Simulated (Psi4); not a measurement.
Psi4 input (wB97X-D/6-311+G**):

```
memory 1500 MB

molecule {
0 2
C     0.09003400    2.16761800   -0.43538800
Si    0.03111700    0.27738600   -0.52193500
Si    1.92296200   -0.74806500    0.37959600
Si   -1.99317600   -0.61846600    0.21499500
H     1.00726100    2.54983800   -0.88575800
H     0.05750900    2.50503200    0.60410700
H    -0.75898000    2.60829000   -0.95999600
H     2.11127600   -0.42713200    1.82030900
H     3.14075300   -0.30203300   -0.34317100
H     1.79871700   -2.21952800    0.24388600
H    -2.28000000   -0.28180900    1.63573800
H    -1.95537900   -2.09529100    0.08609600
H    -3.11399600   -0.09504100   -0.60606600
symmetry c1
no_reorient
no_com
}

set {
  basis 6-311+G**
  reference uks
  scf_type df
  df_basis_scf def2-universal-jkfit
  dft_radial_points 99
  dft_spherical_points 590
  e_convergence 1e-8
  d_convergence 1e-7
  maxiter 150
}

e = energy('wb97x-d')
print_out(f'\nFINAL {e:.10f} DIPOLE {variable("CURRENT DIPOLE")[0]:.6f} {variable("CURRENT DIPOLE")[1]:.6f} {variable("CURRENT DIPOLE")[2]:.6f}\n')
```

From the output:

```
              A
    DOCC [    28 ]
    SOCC [     1 ]
    NA   [    29 ]
    NB   [    28 ]

  @DF-UKS Final Energy:  -911.96782617275460

   => Energetics <=

    Nuclear Repulsion Energy =            256.4393690585581567
    One-Electron Energy =               -1771.6414741760572724
    Two-Electron Energy =                 654.5271712004678193
    DFT Exchange-Correlation Energy =     -51.2874906436241105
    Empirical Dispersion Energy =          -0.0054016120992404
    VV10 Nonlocal Energy =                  0.0000000000000000
    Total Energy =                       -911.9678261727545987

  UHF NO Occupations:
  HONO-2 :   27  A 1.9997950
  HONO-1 :   28  A 1.9989126
  HONO-0 :   29  A 1.0000000
  LUNO+0 :   30  A 0.0010874
  LUNO+1 :   31  A 0.0002050
  LUNO+2 :   32  A 0.0001393
  LUNO+3 :   33  A 0.0001161

Computation Completed

Properties will be evaluated at   0.000000,   0.000000,   0.000000 [a0]

Properties computed using the SCF density matrix

 Multipole Moments:

 ------------------------------------------------------------------------------------
     Multipole            Electronic (a.u.)      Nuclear  (a.u.)        Total (a.u.)
 ------------------------------------------------------------------------------------

 L = 1.  Multiply by 2.5417464519 to convert [e a0] to [Debye]
 Dipole X            :          0.0134449            0.0000132            0.0134581
 Dipole Y            :          0.3790483            0.0000076            0.3790559
 Dipole Z            :         -0.0216994            0.0000019           -0.0216975
 Magnitude           :                                                    0.3799148

 ------------------------------------------------------------------------------------

FINAL -911.9678261728 DIPOLE 0.013458 0.379056 -0.021697

*** Psi4 exiting successfully. Buy a developer a beer!
```

The geometry given is a B3LYP-D3(BJ)/def2-TZVP minimum.
